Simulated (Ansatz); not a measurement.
Consider the atomization: `C#CO[CH2][AlH][OH]` → Al• + 3 C• + 5 H• + 2 O•.

Isolated molecules relaxed with PBE0-D4/def2-TZVP in Ansatz; ΔE leaves out vibrations. CBS: MP2 limit from def2 TZ/QZ plus the TZ coupled-cluster correction, frozen cores. This one scheme is used for every species, atoms too. Functionals use def2-TZVPP. B3LYP here is the variant with VWN-RPA as its local correlation; programs differ in this. HSE06 is defined as in plane-wave codes. Open shells (•) are unrestricted, without spin–orbit coupling. Spin–orbit coupling would lower the free atoms: a little for Al, C, O. Each species was taken in one conformer, which may not be the lowest.

`C#CO[CH2][AlH][OH]`:

Cartesian coordinates in Å:
```
C -0.270 1.230 -1.413
C 0.461 0.259 -1.426
O 1.170 -0.774 -1.215
C 1.032 -1.035 0.269
Al -0.284 0.410 0.852
O -1.901 -0.042 1.150
H -0.845 2.104 -1.607
H 2.047 -0.969 0.663
H 0.700 -2.072 0.338
H 0.225 1.684 1.634
H -2.334 -0.795 0.755
```

| level | ΔE (kcal/mol) | difference from CCSD(T)/CBS |
| --- | --- | --- |
| LDA (SPW92) | 1210.4 | 171.2 |
| PBE-D4 | 1069.4 | 30.2 |
| revPBE-D4 | 1037.5 | -1.7 |
| BLYP-D4 | 1041.0 | 1.8 |
| r2SCAN-D4 | 1044.2 | 5.0 |
| PBE0-D4 | 1039.7 | 0.5 |
| B3LYP-D4 | 1035.0 | -4.2 |
| r2SCANh-D4 | 1033.8 | -5.4 |
| r2SCAN0-D4 | 1018.8 | -20.4 |
| HSE06-D4 | 1040.7 | 1.5 |
| BHLYP-D4 | 992.4 | -46.8 |
| CAM-B3LYP-D4 | 1040.7 | 1.5 |
| ωB97X-V | 1038.5 | -0.7 |
| ωB97M-V | 1042.1 | 2.9 |
| B2PLYP | 1027.5 | -11.7 |
| PBE-QIDH | 1030.7 | -8.5 |
| PBE | 1063.8 | 24.6 |
| revPBE | 1020.9 | -18.3 |
| BLYP | 1028.8 | -10.4 |
| r2SCAN | 1042.8 | 3.6 |
| PBE0 | 1035.0 | -4.2 |
| B3LYP | 1026.0 | -13.2 |
| r2SCANh | 1032.3 | -6.9 |
| r2SCAN0 | 1017.2 | -22.0 |
| HSE06 | 1036.2 | -3.0 |
| HF/def2-SVP | 728.2 | -311.0 |
| MP2/def2-SVP | 1004.5 | -34.7 |
| CCSD/def2-SVP | 963.8 | -75.4 |
| CCSD(T)/def2-SVP | 978.3 | -60.9 |
| HF/def2-TZVPP | 721.7 | -317.5 |
| MP2/def2-TZVPP | 1040.9 | 1.7 |
| SCS-MP2/def2-TZVPP | 1027.4 | -11.8 |
| CCSD/def2-TZVPP | 987.8 | -51.4 |
| CCSD(T)/def2-TZVPP | 1009.0 | -30.2 |
| HF/def2-QZVPP | 723.6 | -315.6 |
| MP2/def2-QZVPP | 1058.9 | 19.7 |
| SCS-MP2/def2-QZVPP | 1047.4 | 8.2 |
| HF/CBS(def2) | 723.8 | -315.4 |
| MP2/CBS(def2) | 1071.1 | 31.9 |
| CCSD/CBS(def2) | 1018.0 | -21.2 |
| CCSD(T)/CBS | 1039.2 | 0 |

Largest T1 diagnostic among the species: 0.018.

From BLYP to BHLYP (50 % exact exchange), in def2-TZVPP and without D4, ΔE moves by −43.3 kcal/mol: exact exchange takes away binding that semilocal exchange gives to molecules. Leaving LDA and LC-ωPBE aside and taking each functional with its dispersion term where it has one, the values spread over 77.0 kcal/mol, from BHLYP-D4 to PBE-D4. LDA lies +146.6 kcal/mol from PBE without D4, its usual overbinding.

For atomizations the MP2-based limit and the directly extrapolated one differ by several kJ/mol either way, and by 10 to 25 for some Ge, Se and Sn compounds, so smaller differences from it don't rank the levels.
